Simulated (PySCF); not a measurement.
Ge(H)(Cl)2(vinyl) (C₂H₄Cl₂Ge), SMILES C=[CH][GeH]([Cl])[Cl]. The structure is a stationary point at PBE-D3(BJ)/def2-SVP. One conformer was computed; it need not be the lowest.

Task: Give the equilibrium geometry at PBE-D3(BJ)/def2-SVP (PySCF confirms it by a frequency run) as Cartesian coordinates in Å. (The exact figures need the calculation; the answer reports its results.)

Result: This is not unique; one that fits is 
```xyz
9

Ge     0.1260    -0.3163    -0.3828
Cl     0.4317     1.8362    -0.5113
Cl     1.3161    -1.0818     1.2722
C     -1.7482    -0.6362    -0.0056
C     -2.6423     0.3620     0.0993
H      0.6984    -0.9499    -1.6722
H     -2.0512    -1.6891     0.1346
H     -3.7052     0.1638     0.3196
H     -2.3440     1.4167    -0.0276
```
Charge 0, spin multiplicity 1.
